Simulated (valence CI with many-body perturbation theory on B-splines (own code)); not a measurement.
**Energy levels of Ho XXXV**

Level of theory: relativistic CI+MBPT: five valence electrons over a frozen Dirac-Fock core [Ar] 3d10, a basis of 9 s, 9 p, 8 d, 6 f, 3 g, 1 h functions for each j, with the one-electron correlation potential Σ1 (screened to all orders), the two-electron term Σ2, the three-electron term Σ3, Breit, model QED; selected single and double excitations, second order for the rest (own B-spline code, finite nucleus).

No measured spectrum was set against this ion. As an estimate, large intervals hold to a few tenths of a per cent, small ones and those within an open d or f shell to about a per cent. Among the levels kept, up to 300 cm⁻¹ of a level comes from second order outside the variational space, and about a tenth of that is noise between levels of different J, which matters for small intervals.

Levels 46 to 52 of 52, with energies above the lowest level, (4s^2 4p1/2^2 4p3/2) J=3/2. "Leading %" is the weight of the configuration and term that name the level; weights of strongly mixed levels are sums over their largest components and can fall short. In the jj column 3d3/2^4 stands for four electrons in 3d with j = 3/2. Lifetimes count E1, E2, E3, M1 and M2 decay at the calculated energies, and are blank where another channel may lead or the interval is too uncertain; long ones can be off by a factor of two.

| No. | Configuration | Term | J | E (eV) | Leading % | Lifetime | Second component | Leading jj |
| --- | --- | --- | --- | --- | --- | --- | --- | --- |
| 46 | 4s.4p4 | 2S | 1/2 | 270.51 | 20 | 1.20 ps | 19 % 4s.4p4 2P | 4s 4p3/2^4 (52 %) |
| 47 | 4s.4p3.4d | 4G° | 5/2 | 271.69 | 29 | 10.2 ps | 18 % 4s.4p3.4d 2F° | 4s 4p1/2^2 4p3/2 4d3/2 (80 %) |
| 48 | 4s2.4p2.4d | 2D | 5/2 | 271.99 | 53 | 1.32 ps | 20 % 4s2.4p2.4d 2F | 4s^2 4p3/2^2 4d5/2 (87 %) |
| 49 | 4p5 | 2P° | 3/2 | 273.23 | 41 | 8.66 ps | 17 % 4s.4p3.4d 2P° | 4s 4p1/2^2 4p3/2 4d5/2 (48 %) |
| 50 | 4s.4p3.4d | 4D° | 5/2 | 275.56 | 32 | 7.56 ps | 18 % 4s.4p3.4d 4P° | 4s 4p1/2^2 4p3/2 4d5/2 (89 %) |
| 51 | 4s.4p3.4d | 4D° | 1/2 | 276.06 | 52 | 4.06 ps | 20 % 4s.4p3.4d 2P° | 4s 4p1/2^2 4p3/2 4d3/2 (89 %) |
| 52 | 4s.4p3.4d | 2F° | 7/2 | 280.29 | 17 | 4.80 ps | 15 % 4s.4p3.4d 4D° | 4s 4p1/2^2 4p3/2 4d5/2 (64 %) |
